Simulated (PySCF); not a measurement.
## Polarisability and C₆ of Mg²⁺ (magnesium, charge +2)

[Ne], closed-shell 1S. Computed with PySCF 2.14 in aug-cc-pVQZ, with no relativity, point nucleus. Coupled (time-dependent) response in atomic units; α is the mean over directions.

```tsv
method	mean α (bohr³)	C₆ (like pair)	S(−4)
UHF	0.3142	0.2147	0.04150
PBE	0.3563	0.2564	0.05552
PBE0	0.3425	0.2424	0.05070
r2SCAN0	0.3320	0.2345	0.04624
M06-L	0.3337	0.2321	0.04857
```

S(−4) is the Cauchy moment in α(ω) = α(0) + S(−4) ω² + …

α(iu) at M06-L:

```json
{"u (hartree)": "0", "α(iu) (bohr³)": "0.3337"}
{"u (hartree)": "0.0500", "α(iu) (bohr³)": "0.3336"}
{"u (hartree)": "0.100", "α(iu) (bohr³)": "0.3332"}
{"u (hartree)": "0.200", "α(iu) (bohr³)": "0.3318"}
{"u (hartree)": "0.300", "α(iu) (bohr³)": "0.3294"}
{"u (hartree)": "0.500", "α(iu) (bohr³)": "0.3221"}
{"u (hartree)": "0.750", "α(iu) (bohr³)": "0.3089"}
{"u (hartree)": "1.00", "α(iu) (bohr³)": "0.2924"}
{"u (hartree)": "1.50", "α(iu) (bohr³)": "0.2548"}
{"u (hartree)": "2.00", "α(iu) (bohr³)": "0.2172"}
{"u (hartree)": "3.00", "α(iu) (bohr³)": "0.1547"}
{"u (hartree)": "5.00", "α(iu) (bohr³)": "0.08226"}
```

A single London oscillator, α(iu) = α/(1 + u²/ω²), gives C₆ = (3/4) ω α². Matching the computed C₆ needs ω = 4 × 0.2321 / (3 × 0.3337²) = 2.78 hartree.

For an ion, C₆ is the dispersion term alone; charge-induced terms of lower order in 1/R come first.
